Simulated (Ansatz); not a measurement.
Total energies of AgPd₃ (the lowest doublet isomer of a short search) from Ansatz at r2SCAN-D4/def2-TZVP, gas phase (1 Eh = 27.2114 eV = 2625.5 kJ/mol). The reference geometry is relaxed at PBE0-D4/def2-SVP.

```xyz
4

Pd    0.2800   -0.8479    1.3270
Pd   -1.1452   -0.7406   -0.8357
Pd   -0.5460    1.4402    0.4312
Ag    1.4112    0.1484   -0.9225
```

```json
{"state": "charge 0 doublet", "geometry": "reference", "energy (Eh)": "-530.97325"}
{"state": "charge 1 triplet", "geometry": "reference", "energy (Eh)": "-530.71663"}
{"state": "charge 0 quartet", "geometry": "relaxed at PBE0-D4/def2-SVP", "energy (Eh)": "-530.92294"}
{"state": "free Pd atom (singlet)", "geometry": "–", "energy (Eh)": "-127.89506"}
{"state": "free Ag atom (doublet)", "geometry": "–", "energy (Eh)": "-147.01662"}
```

In the def2 sets Ag, Pd take a core potential; there is no spin–orbit coupling.

(1) Work out the vertical ionisation energy to the triplet.

(2) Which of the charge 0 states is lowest, and how far above it are the others?

(3) What is the binding energy per atom against free atoms?

(1) E(charge 1 triplet) − E(charge 0 doublet) = -530.71663 − (-530.97325) = 0.25662 Eh = 6.98 eV. For comparison, −ε of the highest occupied level of the spin that leaves is 4.30 eV at this level, 2.68 eV less.

(2) The doublet. quartet: -530.92294 − (-530.97325) = 0.05031 Eh = 132.1 kJ/mol. The quartet differs in its bonds from the reference.

(3) Atoms: 3 × (-127.89506) + 1 × (-147.01662) = -530.70180 Eh. Binding: -530.70180 − (-530.97325) = 0.27145 Eh = 7.39 eV, or 1.85 eV for each of 4 atoms (no zero-point energy, no counterpoise term).

At r2SCAN-D4/def2-TZVP the gap within one spin of the charge 1 triplet nearly closes, so an electron or hole may be smeared out by delocalisation error. 

The structure comes from a short search, and lower isomers may exist.
